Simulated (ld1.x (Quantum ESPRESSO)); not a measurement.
## u(r) = r·R(r): atom against pseudo-atom (Tm (Z = 69))

Columns: radius, all-electron u(r) and pseudo u(r) of the 5p shell (level -26.94 eV) of thulium in the configuration [Kr] 4d10 5s2 4f13 5p6 5d0 6s2 6p0; PBEsol, scalar-relativistic, RRKJ scheme, ld1.x (Quantum ESPRESSO) 7.5.

| r (bohr) | all-electron | pseudo |
| --- | --- | --- |
| 0.175 | -0.3034 | -0.0303 |
| 0.350 | 0.3949 | -0.1233 |
| 0.525 | 0.3199 | -0.2788 |
| 0.700 | -0.1990 | -0.4802 |
| 0.875 | -0.6323 | -0.6880 |
| 1.050 | -0.8682 | -0.8511 |
| 1.225 | -0.9440 | -0.9303 |
| 1.400 | -0.9184 | -0.9181 |
| 1.575 | -0.8388 | -0.8406 |
| 1.750 | -0.7361 | -0.7362 |
| 1.925 | -0.6291 | -0.6291 |
| 2.100 | -0.5276 | -0.5276 |
| 2.275 | -0.4368 | -0.4368 |
| 2.450 | -0.3580 | -0.3580 |
| 2.625 | -0.2914 | -0.2914 |
| 2.800 | -0.2360 | -0.2360 |
| 2.975 | -0.1904 | -0.1904 |
| 3.150 | -0.1532 | -0.1532 |
| 3.325 | -0.1229 | -0.1229 |
| 3.500 | -0.0984 | -0.0984 |
| 3.675 | -0.0786 | -0.0786 |
| 3.850 | -0.0627 | -0.0627 |
| 4.025 | -0.0499 | -0.0499 |
| 4.200 | -0.0397 | -0.0397 |
| 4.375 | -0.0316 | -0.0316 |
| 4.550 | -0.0250 | -0.0250 |

(1) How many radial nodes do the two functions have?

(2) At about which radius was the pseudo-wave matched?

(3) Is the pseudo-wave norm-conserving?

Answers

(1) The all-electron 5p function has n − l − 1 = 3 (the table is too coarse to show those close to the nucleus); the pseudo-wave has 0, since the states of the same l below it are removed with the core.

(2) 1.80 bohr, where the columns begin to agree (steps of 0.17 bohr).

(3) Yes: the RRKJ scheme keeps the norm inside the radius equal to the all-electron one, which fixes the energy derivative of the logarithmic derivative at the level.
